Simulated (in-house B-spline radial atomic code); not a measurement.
# TDHF excitations of Hg

Method: TDHF. Computed with a B-spline radial code for spherical atoms: linear response of the closed shell [Xe] 4f14 5d10 6s2 with bare exchange (time-dependent Hartree-Fock); scalar-relativistic (spin-free one-electron X2C), finite nucleus, no spin-orbit coupling, no double excitations, S, P, D and F terms only; shells from n = 4 respond. Only terms of natural parity with L up to 3 were computed.

Spin-orbit coupling is strong here, so these LS terms don't match observed levels.

Command:
```bash
python run_td.py task.json out
```
Settings (radii: box in bohr, nucleus in fm):
```
Z                        80
electrons                80
configuration            [Xe] 4f14 5d10 6s2
hamiltonian              x2c
method                   hf
box_radius               3.5
wall_radius              3.5
rms_radius               5.4648
intervals                64
```

Run time, properties included: 4 s on 1 thread of Arm Neoverse N1, on a shared host.

Confined states, up to the first strongly mixed one, which can leave gaps near the end. Labels give the largest channel, * marks a mixed state, and oscillator strengths are full-response dipole values. Energies in eV:

```json
{"state": "6s → 6p 3P", "full response": "9.556", "Tamm-Dancoff": "10.232", "oscillator strength": "-"}
{"state": "6s → 6p 1P", "full response": "13.741", "Tamm-Dancoff": "14.110", "oscillator strength": "0.93"}
{"state": "5d → 6p 3P", "full response": "18.280", "Tamm-Dancoff": "18.456", "oscillator strength": "-"}
{"state": "5d → 6p 3F", "full response": "?", "Tamm-Dancoff": "?", "oscillator strength": "-"}
{"state": "5d → 6p 1F", "full response": "?", "Tamm-Dancoff": "?", "oscillator strength": "-"}
{"state": "5d → 6p 1P", "full response": "21.245", "Tamm-Dancoff": "21.516", "oscillator strength": "1.55"}
{"state": "6s → 5f 3F", "full response": "30.33", "Tamm-Dancoff": "30.49", "oscillator strength": "-"}
{"state": "6s → 5f 1F", "full response": "32.02", "Tamm-Dancoff": "32.10", "oscillator strength": "-"}
{"state": "6s → 6d 3D", "full response": "35.43", "Tamm-Dancoff": "35.47", "oscillator strength": "-"}
{"state": "6s → 6d 1D", "full response": "37.00", "Tamm-Dancoff": "37.07", "oscillator strength": "-"}
{"state": "5d → 5f 3P", "full response": "37.60", "Tamm-Dancoff": "37.70", "oscillator strength": "-"}
{"state": "5d → 5f 3F", "full response": "39.73", "Tamm-Dancoff": "39.79", "oscillator strength": "-"}
{"state": "5d → 5f 1F", "full response": "41.16", "Tamm-Dancoff": "41.20", "oscillator strength": "-"}
{"state": "5d → 6d 3S", "full response": "41.20", "Tamm-Dancoff": "41.34", "oscillator strength": "-"}
{"state": "5d → 6d 3D", "full response": "44.16", "Tamm-Dancoff": "44.21", "oscillator strength": "-"}
{"state": "5d → 6d 1D", "full response": "45.47", "Tamm-Dancoff": "45.51", "oscillator strength": "-"}
```

Question: Where does 5d → 6p 1F lie?

Answer: At 19.824 eV in full response, 19.913 eV in Tamm-Dancoff.

Question: Where does 5d → 6p 3F lie?

Answer: At 18.579 eV in full response, 18.880 eV in Tamm-Dancoff.

Question: How large is the singlet-triplet splitting of 6s → 6p (P terms) in Tamm-Dancoff?

Answer: 3.88 eV, from the unrounded values.

Question: What polarisabilities and dispersion coefficient does the method give?

Answer: Dipole 10.53 bohr³, quadrupole 18.61 bohr⁵, C6 81.79 hartree·bohr⁶ for two such species.
